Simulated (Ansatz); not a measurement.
[AlCl6]3- (AlCl6³⁻). Charge -3, multiplicity 1. Geometry PBE-D4/def2-SVPD, basis def2-TZVPD, Ansatz.

```json
{"run": "A", "HOMO (eV)": "3.70", "LUMO (eV)": "8.38"}
{"run": "B", "HOMO (eV)": "4.89", "LUMO (eV)": "8.17"}
{"run": "C", "HOMO (eV)": "4.99", "LUMO (eV)": "7.72"}
{"run": "D", "HOMO (eV)": "5.13", "LUMO (eV)": "7.71"}
{"run": "E", "HOMO (eV)": "3.89", "LUMO (eV)": "8.11"}
```

A multiply charged anion in the gas phase is held together partly by the finite basis.

The runs used LDA (SPW92), PBE, PBE0, r2SCAN, r2SCAN0. Estimate which is which.

A r2SCAN0 (25 % exact exchange); B r2SCAN (0 % exact exchange); C LDA (SPW92) (0 % exact exchange); D PBE (0 % exact exchange); E PBE0 (25 % exact exchange). Exact exchange lowers occupied and raises empty levels; among semilocal functionals meta-GGAs tend to open the gap a little, and such runs are hard to tell apart. The gap grows from 2.58 eV (PBE) to 4.68 eV (r2SCAN0). At r2SCAN0-D4/def2-TZVPD, r2SCAN-D4/def2-TZVPD, LDA (SPW92)/def2-TZVPD, PBE-D4/def2-TZVPD and others the highest occupied level of the charge -3 singlet lies above zero (up to 5.13 eV). The electron is either unbound and held by the finite basis, or the level is raised by self-interaction error.
